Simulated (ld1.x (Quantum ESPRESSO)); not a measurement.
## Bi (Z = 83), ultrasoft: configuration errors across variants

* Element: Bi
* Generator: ld1.x (Quantum ESPRESSO) 7.5
* Type: ultrasoft
* Functional: PBE
* Relativity: scalar-relativistic
* Frozen core: [Xe] 4f14 5d10
* Valence charge: 5
* Reference configuration: 6s2 6p3
* Partial waves: 6s (bound): rcut 1.50, rcutus 2.05 bohr; 6s channel at -0.05 Ry: rcut 1.50, rcutus 2.05 bohr; 6p (bound): rcut 1.65, rcutus 2.30 bohr; 6p channel at 0.25 Ry: rcut 1.65, rcutus 2.30 bohr; 6d channel at 0.5 Ry: rcut 1.70, rcutus 2.00 bohr; 6d channel at 3.3 Ry: rcut 1.70, rcutus 2.00 bohr
* Local potential: all-electron potential smoothed inside 1.50 bohr (lloc = -1)
* Core correction: a·sin(br)/r model core inside 1.20 bohr
* Augmentation charge: built from norm-conserving waves at rcut, not smoothed further

All-electron excitation energies from the reference (eV): (1) 6s2 6p2 7.913; (2) 6s2 6p1 23.160; (3) 6s2 6p0 46.502; (4) 6s1 6p4 10.082; (5) 6s1 6p0 91.907; (6) 6s2 6p2.5 3.097; (7) 6s2 6p3.3 -1.094.

The overlap operator is not positive definite (basis up to 400 Ry) in “base”, “waves 6d channel at 0.5 Ry: rcut 1.52, rcutus 1.62 bohr; 6d channel at 3.3 Ry: rcut 1.52, rcutus 1.62 bohr”, “waves 6d channel at 0.5 Ry: rcut 1.70, rcutus 1.94 bohr; 6d channel at 3.3 Ry: rcut 1.70, rcutus 1.94 bohr”. Such files are unfit for use, however small their errors in these radial tests.

A true bound ghost makes a file unfit for plane-wave use even where its test errors are small: the radial tests pick states by their node count and pass the ghost by.

Errors AE − PS in meV (a dash: test not solved or not reliable):

```csv
change,(1),(2),(3),(4),(5),(6),(7),bound ghosts
base,-15,-93,-310,-30,-1008,-3.5,+0.2,"s, p (d not tested, overlap not positive)"
"waves 6d channel at 0.5 Ry: rcut 1.22, rcutus 1.30 bohr; 6d channel at 3.3 Ry: rcut 1.22, rcutus 1.30 bohr",-15,-93,-310,-30,-1008,-3.5,+0.2,"s, d, p"
"waves 6d channel at 0.5 Ry: rcut 1.52, rcutus 1.62 bohr; 6d channel at 3.3 Ry: rcut 1.52, rcutus 1.62 bohr",-15,-93,-310,-30,-1008,-3.5,+0.2,"s, p (d not tested, overlap not positive)"
"waves 6d channel at 0.5 Ry: rcut 1.70, rcutus 1.94 bohr; 6d channel at 3.3 Ry: rcut 1.70, rcutus 1.94 bohr",-15,-93,-310,-30,-1008,-3.5,+0.2,"s, p (d not tested, overlap not positive)"
"waves 6d channel at 0.5 Ry: rcut 1.70, rcutus 2.24 bohr; 6d channel at 3.3 Ry: rcut 1.70, rcutus 2.24 bohr",-15,-93,-310,-30,-1008,-3.5,+0.2,"s, p"
"waves 6d channel at 0.5 Ry: rcut 1.70, rcutus 2.62 bohr; 6d channel at 3.3 Ry: rcut 1.70, rcutus 2.62 bohr",-15,-93,-310,-30,-1008,-3.5,+0.2,"s, p"
```

Q: Give the same row for: waves 6d channel at 0.5 Ry: rcut 1.70, rcutus 2.88 bohr; 6d channel at 3.3 Ry: rcut 1.70, rcutus 2.88 bohr.

A: -15, -93, -310, -30, -1008, -3.5, +0.2; bound ghosts: s, p.
